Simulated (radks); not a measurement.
The numbers below are computed, except where a source is named.
Ionisation of neutral arsenic, [Ar] 3d10 4s2 4p3, to As+, [Ar] 3d10 4s2 4p2, under several functionals. Dirac Kohn-Sham, spin-unpolarised, spherical densities, finite nucleus; open shells fill j = l - 1/2 first; a radial shooting solver on a logarithmic mesh with Libxc functionals.

| functional | E(As) (hartree) | Exc (hartree) | IE (eV) | -e(HOMO) (eV) | <r> HOMO (bohr) | IE error (eV) |
|---|---|---|---|---|---|---|
| XLYP | -2261.65950 | -84.44086 | 8.886 | 4.944 | 2.598 | -0.902 |
| exchange-only B88 | -2259.75291 | -82.50163 | 8.153 | 4.272 | 2.629 | -1.635 |
| RPBE | -2261.15110 | -83.93220 | 8.940 | 5.016 | 2.585 | -0.849 |
| LDA (Slater exchange, VWN5 correlation) | -2257.88348 | -80.60730 | 9.146 | 5.189 | 2.570 | -0.643 |
| exchange-only LDA | -2254.91418 | -77.57867 | 8.019 | 4.144 | 2.628 | -1.770 |
| AM05 | -2258.03542 | -80.76482 | 8.946 | 5.006 | 2.570 | -0.843 |

NIST Atomic Spectra Database: 9.789 eV (measured). Closest: LDA (Slater exchange, VWN5 correlation). The Delta-SCF values span 1.13 eV, the total energies 6.75 hartree. The highest occupied level is 4p3/2. Spin polarisation and multiplet splitting are left out, so open shells lie too high by an amount that depends on their filling.

Beside tabulated values, note that spin-unpolarised runs miss the spin-polarisation part of the exchange energy of open shells.
